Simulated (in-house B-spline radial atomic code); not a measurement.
RPA and G0W0 for Cs⁴⁺, [Kr] 4d10 5s2 5p3, highest spin, as one setting changes: the highest l of the empty states. Start: r2SCAN. A dash marks a level of low quasi-particle weight. Computed with a B-spline radial code for spherical atoms: all electrons, scalar-relativistic (spin-free one-electron X2C), finite nucleus, each spin shell either full or empty, empty states to the listed l with an (l + 1/2)⁻⁴ tail; G0W0 by contour deformation at full frequency.

Spin-orbit coupling, left out, splits p levels strongly here.

```csv
highest l of the empty states,RPA summed (Eh),RPA extrapolated (Eh),G0W0 level (eV)
4,-3.4132,-4.0532,5p up -58.46
5,-3.7033,-4.1073,5p up -58.47
6,-3.846,-4.0911,5p up -58.47
7,?,?,?
8,-3.9638,-4.0624,5p up -58.45
9,-3.9883,-4.0547,5p up -58.45
10,?,?,?
11,-4.0138,-4.0477,5p up -58.45
```

Question: What belongs in the row for 10?

Answer: RPA summed (Eh): -4.0037; RPA extrapolated (Eh): -4.0504; G0W0 level (eV): 5p up -58.45.

Question: What belongs in the row for 7?

Answer: RPA summed (Eh): -3.9222; RPA extrapolated (Eh): -4.078; G0W0 level (eV): 5p up -58.46.
